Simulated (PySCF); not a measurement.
Compound: C₃H₁₀BP.
Bonds: C1–C2, C2–C3, C2–B4, B4–P5. Hydrogens: H6, H7, H8 on C1; H9 on C2; H10, H11, H12 on C3; H13 on B4; H14, H15 on P5.

Computed, not measured: PBE0-D3(BJ)/def2-SVP geometry optimisation, gas phase (PySCF).

Question: List the bond lengths, angles and torsions at this level.

Answer: 
```tsv
bond	length (Å)	order
C1–C2	1.528	single
C2–C3	1.538	single
C2–B4	1.572	single
B4–P5	1.879	single
C1–H6 and 5 like bonds	1.102	single
C2–H9	1.105	single
B4–H13	1.213	single
P5–H14, P5–H15	1.421	single
```

Bonds in one row agree within 0.01 Å and their mean is given. Orders are formal, as drawn. A selection of angles:
```tsv
angle	degrees
C2–C1–H6	111.2
H6–C1–H7	107.6
C1–C2–C3	111.1
C1–C2–B4	113.0
C1–C2–H9	108.9
C3–C2–B4	105.6
C3–C2–H9	107.5
B4–C2–H9	110.6
C2–C3–H10	110.4
C2–B4–P5	123.2
C2–B4–H13	119.7
P5–B4–H13	117.0
B4–P5–H14	103.3
H14–P5–H15	99.5
```

Dihedral angles: C1–C2–B4–P5 -132° (anticlinal). The mirror-image conformer, all signs reversed, is as good.

B4 (three-coordinate boron) is planar (angles 123.2°, 119.7° and 117.0°, sum 359.8°, 0.04 Å off the plane of its three neighbours). P5 (three-coordinate phosphorus) is pyramidal (angles 103.3°, 103.1° and 99.5°, sum 305.9°, 0.68 Å off the plane of its three neighbours).

Point group: C1 (no symmetry element, even within 0.4 Å). Whether it is a minimum is left open (no frequencies). The numbers are those of one conformer (C1–C2–B4–P5 -132°, C2–B4–P5–H -141° and -38°).
